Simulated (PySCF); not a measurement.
PySCF input (BP86/def2-SVP):

```python
from pyscf import gto, dft

mol = gto.M(
    atom='''
    C    -1.89994200    0.02663800   -0.25504500
    N    -0.64289700   -0.67358100   -0.10449100
    B     0.64382400   -0.02424200    0.07411100
    O     1.37682000   -0.58785600    1.03155400
    O     0.91757100    1.10413500   -0.66384400
    H    -2.44707900    0.10340600    0.69066300
    H    -1.70874200    1.02726300   -0.63546300
    H    -2.53877400   -0.50250700   -0.96830400
    H    -0.71213200   -1.61674000    0.25011700
    H     1.73241000    1.53479000   -0.38754300
    ''',
    basis='def2-svp',
    charge=0,
    spin=1,
    verbose=4,
)

mf = dft.UKS(mol, xc='bp86')
mf.grids.level = 3
mf.conv_tol = 1e-9
mf.max_cycle = 100
mf.max_memory = 1500
mf.kernel()
if not mf.converged:
    mf = mf.newton()
    mf.kernel(mf.make_rdm1())
mo, _, stable, _ = mf.stability(return_status=True)
if not stable:
    mf.kernel(mf.make_rdm1(mo, mf.mo_occ))
    stable = mf.stability(return_status=True)[2]
mf.dip_moment()
```

From the output:

```

cycle= 1 E= -270.670747453811  delta_E= 0.688  |g|= 0.86  |ddm|= 2.34
  alpha nocc = 20  HOMO = 0.0302335592089022  LUMO = 0.0474249314543518
  beta  nocc = 19  HOMO = 0.015326805149197  LUMO = 0.0339735629955964
  HOMO = 0.0302335592089  LUMO = 0.0339735629956  gap/eV = 0.10177
cycle= 2 E= -262.438204225977  delta_E= 8.23  |g|=  2.9  |ddm|= 14.3
  alpha nocc = 20  HOMO = -0.224208102580649  LUMO = 0.029345149647912
  beta  nocc = 19  HOMO = -0.233734532712263  LUMO = -0.182566473469017
  HOMO = -0.224208102581  LUMO = -0.182566473469  gap/eV = 1.13313
cycle= 3 E= -270.771754055375  delta_E= -8.33  |g|= 0.684  |ddm|= 14.2
  alpha nocc = 20  HOMO = -0.149551940639828  LUMO = 0.0122803057574847
  beta  nocc = 19  HOMO = -0.174305881202292  LUMO = -0.141663051010015
  HOMO = -0.14955194064  LUMO = -0.14166305101  gap/eV = 0.21467
cycle= 4 E= -270.753310133253  delta_E= 0.0184  |g|= 0.763  |ddm|= 1.14
  alpha nocc = 20  HOMO = -0.192197490585042  LUMO = 0.0208195678971741
  beta  nocc = 19  HOMO = -0.18479453136737  LUMO = -0.149903216227189
  HOMO = -0.184794531367  LUMO = -0.149903216227  gap/eV = 0.94944
cycle= 5 E= -270.97959009635  delta_E= -0.226  |g|= 0.271  |ddm|= 0.412
  alpha nocc = 20  HOMO = -0.21948139172278  LUMO = 0.0285178043795966
  beta  nocc = 19  HOMO = -0.205497647080489  LUMO = -0.168599663244118
  HOMO = -0.20549764708  LUMO = -0.168599663244  gap/eV = 1.00405
cycle= 6 E= -271.011258074916  delta_E= -0.0317  |g|= 0.167  |ddm|= 0.233
  alpha nocc = 20  HOMO = -0.229664006685197  LUMO = 0.0286937830018896
  beta  nocc = 19  HOMO = -0.221096682154573  LUMO = -0.183963114231133
  HOMO = -0.221096682155  LUMO = -0.183963114231  gap/eV = 1.01046
cycle= 7 E= -271.024862080465  delta_E= -0.0136  |g|= 0.0303  |ddm|= 0.199
  alpha nocc = 20  HOMO = -0.23297918211378  LUMO = 0.0285190531684507
  beta  nocc = 19  HOMO = -0.220738224945046  LUMO = -0.184078636933299
  HOMO = -0.220738224945  LUMO = -0.184078636933  gap/eV = 0.99756
cycle= 8 E= -271.025283993523  delta_E= -0.000422  |g|= 0.0154  |ddm|= 0.0453
  alpha nocc = 20  HOMO = -0.230594066723601  LUMO = 0.0287541101359752
  beta  nocc = 19  HOMO = -0.219181594060588  LUMO = -0.182110933444773
  HOMO = -0.219181594061  LUMO = -0.182110933445  gap/eV = 1.00874
cycle= 9 E= -271.025377411129  delta_E= -9.34e-05  |g|= 0.00781  |ddm|= 0.0224
  alpha nocc = 20  HOMO = -0.231802066002178  LUMO = 0.028528088026766
  beta  nocc = 19  HOMO = -0.219817448408506  LUMO = -0.182773733265162
  HOMO = -0.219817448409  LUMO = -0.182773733265  gap/eV = 1.00801
cycle= 10 E= -271.025405333969  delta_E= -2.79e-05  |g|= 0.0017  |ddm|= 0.00735
  alpha nocc = 20  HOMO = -0.231787414821285  LUMO = 0.0286181689401683
  beta  nocc = 19  HOMO = -0.219835248627763  LUMO = -0.182652715403392
  HOMO = -0.219835248628  LUMO = -0.182652715403  gap/eV = 1.01179
cycle= 11 E= -271.025405101912  delta_E= 2.32e-07  |g|= 0.00214  |ddm|= 0.00548
  alpha nocc = 20  HOMO = -0.231981086131939  LUMO = 0.0285675866650683
  beta  nocc = 19  HOMO = -0.219851225635571  LUMO = -0.182659773438117
  HOMO = -0.219851225636  LUMO = -0.182659773438  gap/eV = 1.01203
cycle= 12 E= -271.025407699447  delta_E= -2.6e-06  |g|= 0.00036  |ddm|= 0.00205
  alpha nocc = 20  HOMO = -0.231990207616748  LUMO = 0.028572990117647
  beta  nocc = 19  HOMO = -0.219827666400146  LUMO = -0.182627565291075
  HOMO = -0.2198276664  LUMO = -0.182627565291  gap/eV = 1.01227
cycle= 13 E= -271.025407773379  delta_E= -7.39e-08  |g|= 7.74e-05  |ddm|= 0.000484
  alpha nocc = 20  HOMO = -0.232004831961209  LUMO = 0.0285675374886489
  beta  nocc = 19  HOMO = -0.219830031682917  LUMO = -0.182628720522607
  HOMO = -0.219830031683  LUMO = -0.182628720523  gap/eV = 1.01230
cycle= 14 E= -271.025407768382  delta_E= 5e-09  |g|= 9.5e-05  |ddm|= 0.000192
  alpha nocc = 20  HOMO = -0.232001786443147  LUMO = 0.0285690471573501
  beta  nocc = 19  HOMO = -0.219834155302304  LUMO = -0.182631642273287
  HOMO = -0.219834155302  LUMO = -0.182631642273  gap/eV = 1.01233
cycle= 15 E= -271.025407777161  delta_E= -8.78e-09  |g|= 1.58e-05  |ddm|= 9.75e-05
  alpha nocc = 20  HOMO = -0.232000939772866  LUMO = 0.0285693334084036
  beta  nocc = 19  HOMO = -0.219833249419195  LUMO = -0.182630180383771
  HOMO = -0.219833249419  LUMO = -0.182630180384  gap/eV = 1.01235
cycle= 16 E= -271.025407777217  delta_E= -5.6e-11  |g|= 1.23e-05  |ddm|= 2.12e-05
  alpha nocc = 20  HOMO = -0.23199854076117  LUMO = 0.0285703511519979
  beta  nocc = 19  HOMO = -0.219836310038112  LUMO = -0.182632274945456
  HOMO = -0.219836310038  LUMO = -0.182632274945  gap/eV = 1.01237
Extra cycle  E= -271.025407774298  delta_E= 2.92e-09  |g|= 7.4e-05  |ddm|= 9.58e-05
converged SCF energy = -271.025407774298  <S^2> = 0.75395797  2S+1 = 2.0039541
uhf_internal: lowest eigs of H = [0.35857935 0.45544133 0.48359215]
<class 'pyscf.dft.uks.UKS'> wavefunction is stable in the internal stability analysis
Dipole moment(X, Y, Z, Debye): -2.48774,  0.24647, -0.72697
```

The geometry given is a B3LYP-D3(BJ)/def2-TZVP minimum.
